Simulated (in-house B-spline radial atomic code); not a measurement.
Values are calculated unless marked as measured or tabulated.
Correlation energy from the adiabatic connection: −Z exp(−kr)/r, Z = 2.37, k = 0.0387

Two electrons in a singlet, external potential −Z exp(−kr)/r, Z = 2.37, k = 0.0387 (atomic units). Full CI in B-splines (partial waves to l = 8, correlation up to 0.6 % small) with the density held fixed gives W(λ) = <V_ee>_λ − U, and E_c is the integral of W(λ) − W(0) from 0 to 1.

```
   λ  W(λ) − W(0) (hartree)
   0                0.00000
0.02               -0.00190
0.05               -0.00474
0.12               -0.01122
0.25               -0.02285
 0.4               -0.03561
 0.6               -0.05164
 0.8               -0.06663
   1               -0.08067
```

Problem. Integrate the table by the trapezoid rule.

Solution. The strips give -0.00002, -0.00010, -0.00056, -0.00221, -0.00438, -0.00872, -0.01183, -0.01473, which sum to -0.04256 hartree. The direct value, W(1) − W(0) + T_c with T_c = 0.03805, is -0.04262; the curve is convex, so chords lie above it and the trapezoids fall short in size by 0.15 %.

Problem. Now use only three numbers: W(0) = -1.256, the initial slope W'(0) = -0.09558 (extrapolated from the first points) and the strong-coupling limit of the point-charge-plus-continuum model, W∞ = -1.7899. What do second-order theory and the interpolation W(λ) = W∞ + (W(0) − W∞)/√(1 + 2χλ) of Seidl, Perdew and Levy give?

Solution. Second order keeps the slope alone: E_c = W'(0)/2 = -0.04779, +12 % in size against -0.04262. Matching the slope fixes χ = W'(0)/(W∞ − W(0)) = -0.09558/(-0.53390) = 0.17902. Integrating, with s = √(1 + 2χ) = 1.165352, E_c = −(W(0) − W∞)(s − 1)/(s + 1) = −0.53390 × 0.165352/2.165352 = -0.04077 hartree, -4.3 % in size against the full result. At λ = 1 the formula gives W − W(0) = -0.07576 against -0.08067. Part of the miss can come from the model's W∞.
